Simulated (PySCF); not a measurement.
ZnClBr, SMILES [Cl][Zn][Br]. The structure is a stationary point at PBE0-D3(BJ)/def2-TZVP.

Method: PBE0-D3(BJ)/def2-TZVP in PySCF.

Harmonic wavenumbers (cm⁻¹): 93, 93, 271, 472. Rotational constants (GHz): 1.033 (linear); symmetry number 1.

Problem. Work out the zero-point energy and the ideal-gas rigid-rotor harmonic-oscillator thermochemistry at 298.15 K and 1 atm.

Solution. ZPE = ½ Σ hcν = ½ × 929 cm⁻¹ = 1.33 kcal/mol. H − E(el) = 4.78 kcal/mol. Entropy in cal/(mol K): translation 41.48, rotation 19.28, vibration 9.51, total 70.27. G − E(el) = -16.17 kcal/mol. Cp = 13.90 cal/(mol K). Modes under 150 cm⁻¹ make the vibrational entropy uncertain.
